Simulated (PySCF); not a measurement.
## Basis and Hamiltonian dependence of the excitation energy of Sn²⁺

Sn²⁺ [Kr] 4d10 5s2 (1S) → Sn²⁺ [Kr] 4d10 5s1 5p1 (3P). Calculated with PySCF 2.14 from differences of total energies of unrestricted determinants, without spin-orbit coupling. Values in eV.

```json
{"basis": "aug-cc-pVTZ-PP with ECP28MDF", "Hamiltonian": "ECP", "functions": "55", "UHF": "5.617", "LDA": "7.746", "PBE0": "7.080", "MP2 (valence)": "6.231", "CCSD(T) (valence)": "6.452"}
{"basis": "x2c-TZVPPall", "Hamiltonian": "spin-free X2C", "functions": "60", "UHF": "5.662", "LDA": "7.657", "PBE0": "7.035", "MP2 (valence)": "6.272", "CCSD(T) (valence)": "6.496"}
{"basis": "aug-cc-pwCVTZ-PP with ECP28MDF", "Hamiltonian": "ECP", "functions": "96", "UHF": "5.593", "LDA": "7.735", "PBE0": "7.067", "MP2 (valence)": "6.232", "CCSD(T) (valence)": "6.444"}
{"basis": "aug-cc-pVQZ-DK3", "Hamiltonian": "spin-free X2C", "functions": "102", "UHF": "5.610", "LDA": "7.625", "PBE0": "7.004", "MP2 (valence)": "6.249", "CCSD(T) (valence)": "6.454"}
{"basis": "x2c-QZVPPall", "Hamiltonian": "spin-free X2C", "functions": "112", "UHF": "5.605", "LDA": "7.632", "PBE0": "7.005", "MP2 (valence)": "6.245", "CCSD(T) (valence)": "6.449"}
```

Frozen in the all-electron rows: valence: [Kr] 4d10; with a core potential, the same shells as far as they lie outside it.
